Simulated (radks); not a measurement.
Coulomb parameter of the 4f shell of the praseodymium ion Pr2+ in the model configuration [Xe] 4f1 6p2, as a second difference U = [E(n + 0.5) + E(n - 0.5) - 2 E(n)] / (0.5)^2 with all orbitals relaxed. "Bare": the charge of the atom changes with n. "Screened": the 6p shell takes up the change at fixed total charge, which measures U(4f,4f) + U(6p,6p) - 2 U(4f,6p). All-electron calculation, scalar-relativistic Kohn-Sham, SCAN, spin-unpolarised, spherical densities, finite nucleus; meta-GGA in the generalised Kohn-Sham scheme; Fermi nuclear charge, rms radius 4.8919 fm. Program: a radial shooting solver on a logarithmic mesh with Libxc functionals.

case,configuration,E - E(n) (eV)
start,[Xe] 4f1 6p2,0.000
bare +0.5,[Xe] 4f1.5 6p2,-14.252
bare -0.5,[Xe] 4f0.5 6p2,18.718
screened +0.5,[Xe] 4f1.5 6p1.5,-8.576
screened -0.5,[Xe] 4f0.5 6p2.5,10.935

U(bare) = 17.866 eV, U(screened by 6p) = 9.437 eV, against the Slater integral F0(4f,4f) = 26.658 eV with frozen orbitals.
